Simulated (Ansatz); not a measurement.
Al12N12H30, a nanocrystal cut from wurtzite AlN (hydrogen-capped). The state is a triplet with charge 0. Geometry PBE-D4/def2-SVP, that of the neutral singlet; atoms count from 1.

```xyz
54

Al    2.3986    2.1891   -1.7501
N     2.8348    2.9301    0.0541
Al    0.6545    0.1800   -3.0621
N     0.9009   -1.7674   -2.9832
N     1.0356    0.8496   -1.3472
Al    1.7398   -0.5443   -0.2324
Al    1.8585    2.1653    1.5485
N     2.1319    0.2609    1.5035
Al   -0.0524   -2.7231   -1.5559
N     0.3754   -1.8614    0.0594
Al    1.0479   -3.3528    1.1261
Al    1.1929   -0.5660    2.9658
N     1.5184   -2.4775    2.8602
N    -1.2845    0.3532   -3.3257
Al   -0.5302    1.6583   -0.5882
N    -0.0188    2.3479    1.1664
Al   -2.4389   -0.4074   -1.9300
N    -1.9319   -2.3053   -1.9460
N    -1.8532    0.3012   -0.2899
Al   -1.2028   -1.1031    0.8443
Al   -1.0520    1.6125    2.6139
N    -0.6563   -0.2687    2.5237
Al   -3.5070    1.0670    0.4122
N    -2.9275    1.8369    2.1632
H     3.7628    1.4870   -2.2442
H     1.7611    3.4295   -2.5581
H     3.8498    2.8268    0.2114
H     2.6904    3.9518    0.0296
H     1.4364    0.7827   -4.3199
H     1.9100   -1.9097   -2.7842
H     0.7641   -2.2120   -3.9046
H     3.0717   -1.1979   -0.8662
H     2.3328    2.8732    2.9044
H     3.1407    0.1042    1.6752
H     0.1992   -4.2969   -1.6842
H     2.4528   -3.8864    0.5434
H    -0.1425   -4.3752    1.4945
H     1.6226   -0.0378    4.4152
H     2.5109   -2.6739    3.0646
H     1.0090   -2.9604    3.6170
H    -1.5741    0.0568   -4.2710
H    -1.4741    1.3740   -3.3145
H    -1.0972    2.8474   -1.5197
H    -0.2182    3.3637    1.1486
H    -3.9762   -0.2455   -2.3386
H    -2.2673   -2.7880   -2.7943
H    -2.4765   -2.7424   -1.1776
H    -2.3322   -2.2240    1.1115
H    -0.7692    2.2831    4.0404
H    -1.2138   -0.7229    3.2685
H    -3.9651    2.3409   -0.4626
H    -4.5543   -0.0941    0.8032
H    -3.1709    2.8400    2.1737
H    -3.5162    1.4310    2.9076
```

Single mean-field runs in def2-SVP are fitted with def2-universal-jkfit. At PBE0-D4/def2-SVP a singlet of charge 0 lies 6.42 eV below the triplet at the same geometry.

(1) Estimate the Mulliken populations of the heavy atoms from the PBE0/def2-SVP orbitals of Ansatz.

(2) Where does the spin sit?

(3) And the Mayer bond orders between heavy atoms (over 0.3)?

Results:

(1) 
```json
{"atom": "Al1", "charge (e)": "0.41", "spin (α − β)": "0.01"}
{"atom": "N2", "charge (e)": "-0.53", "spin (α − β)": "0.00"}
{"atom": "Al3", "charge (e)": "0.76", "spin (α − β)": "0.00"}
{"atom": "N4", "charge (e)": "-0.54", "spin (α − β)": "0.00"}
{"atom": "N5", "charge (e)": "-1.04", "spin (α − β)": "0.01"}
{"atom": "Al6", "charge (e)": "0.59", "spin (α − β)": "0.01"}
{"atom": "Al7", "charge (e)": "0.72", "spin (α − β)": "0.01"}
{"atom": "N8", "charge (e)": "-0.81", "spin (α − β)": "0.00"}
{"atom": "Al9", "charge (e)": "0.64", "spin (α − β)": "0.17"}
{"atom": "N10", "charge (e)": "-0.99", "spin (α − β)": "0.07"}
{"atom": "Al11", "charge (e)": "0.11", "spin (α − β)": "0.89"}
{"atom": "Al12", "charge (e)": "0.71", "spin (α − β)": "0.03"}
{"atom": "N13", "charge (e)": "-0.43", "spin (α − β)": "-0.06"}
{"atom": "N14", "charge (e)": "-0.56", "spin (α − β)": "0.00"}
{"atom": "Al15", "charge (e)": "0.63", "spin (α − β)": "0.00"}
{"atom": "N16", "charge (e)": "-0.81", "spin (α − β)": "0.00"}
{"atom": "Al17", "charge (e)": "0.76", "spin (α − β)": "0.00"}
{"atom": "N18", "charge (e)": "-0.54", "spin (α − β)": "0.00"}
{"atom": "N19", "charge (e)": "-1.04", "spin (α − β)": "0.01"}
{"atom": "Al20", "charge (e)": "0.59", "spin (α − β)": "0.01"}
{"atom": "Al21", "charge (e)": "0.72", "spin (α − β)": "0.01"}
{"atom": "N22", "charge (e)": "-0.81", "spin (α − β)": "0.00"}
{"atom": "Al23", "charge (e)": "0.41", "spin (α − β)": "0.01"}
{"atom": "N24", "charge (e)": "-0.53", "spin (α − β)": "0.00"}
```
Mulliken values depend strongly on the basis.

(2) Summed by element: Al 1.15, N 0.02, H 0.83, of 2 unpaired in all. Largest on single atoms: Al11 0.89, H37 0.36, H36 0.36.

(3) Al1–N2 0.58 (2.00 Å); Al1–N5 0.59 (1.95 Å); N2–Al7 0.65 (1.94 Å); Al3–N4 0.62 (1.96 Å); Al3–N5 0.77 (1.88 Å); Al3–N14 0.61 (1.96 Å); N4–Al9 0.59 (1.96 Å); N5–Al6 0.68 (1.92 Å); N5–Al15 0.67 (1.92 Å); Al6–N8 0.66 (1.95 Å); Al6–N10 0.65 (1.92 Å); Al7–N8 0.68 (1.92 Å); Al7–N16 0.68 (1.92 Å); N8–Al12 0.67 (1.92 Å); Al9–N10 0.70 (1.88 Å); Al9–Al11 0.30 (2.97 Å); Al9–N18 0.59 (1.96 Å); N10–Al11 0.66 (1.95 Å); N10–Al20 0.65 (1.92 Å); Al11–N13 0.50 (2.00 Å); Al12–N13 0.65 (1.94 Å); Al12–N22 0.67 (1.92 Å); N14–Al17 0.61 (1.96 Å); Al15–N16 0.65 (1.95 Å); Al15–N19 0.67 (1.92 Å); N16–Al21 0.68 (1.92 Å); Al17–N18 0.62 (1.96 Å); Al17–N19 0.77 (1.88 Å); N19–Al20 0.68 (1.92 Å); N19–Al23 0.59 (1.95 Å); Al20–N22 0.66 (1.95 Å); Al21–N22 0.68 (1.92 Å); Al21–N24 0.65 (1.94 Å); Al23–N24 0.58 (2.00 Å).
